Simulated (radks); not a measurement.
Problem. Species: the manganese ion Mn3+. Configuration: [Ar] 3d2 4f2 (not the ground configuration). Method: Dirac Kohn-Sham, PBE, spin-unpolarised, spherical densities, finite nucleus; open shells fill j = l - 1/2 first; Fermi nuclear charge, rms radius 3.7057 fm; computed with a radial shooting solver on a logarithmic mesh with Libxc functionals. Some entries of the table are withheld. Estimate them.

orbital,occ.,eigenvalue (hartree),<r^2> (bohr^2)
1s1/2,2,(1),0.004989
2s1/2,2,-29.89701,0.09207
2p1/2,2,-25.96798,0.07393
2p3/2,4,-25.58501,0.07557
3s1/2,2,-5.46133,0.7732
3p1/2,2,-4.31380,0.8369
3p3/2,4,-4.26140,0.8509
3d3/2,2,-2.42863,1.010
3d5/2,0,-2.42207,1.015
4s1/2,0,-1.49966,4.940
4p1/2,0,(2),(3)
4p3/2,0,(4),(5)
4d3/2,0,-0.78893,(6)
4d5/2,0,-0.78803,(7)
4f5/2,2,(8),15.62
4f7/2,0,(9),15.62
5f5/2,0,-0.26872,56.55
5f7/2,0,-0.26871,56.55

Solution. 
(1) 1s1/2 eigenvalue (hartree): -238.7216
(2) 4p1/2 eigenvalue (hartree): -1.20831
(3) 4p1/2 <r^2> (bohr^2): 6.125
(4) 4p3/2 eigenvalue (hartree): -1.20002
(5) 4p3/2 <r^2> (bohr^2): 6.203
(6) 4d3/2 <r^2> (bohr^2): 9.804
(7) 4d5/2 <r^2> (bohr^2): 9.827
(8) 4f5/2 eigenvalue (hartree): -0.49195
(9) 4f7/2 eigenvalue (hartree): -0.49191
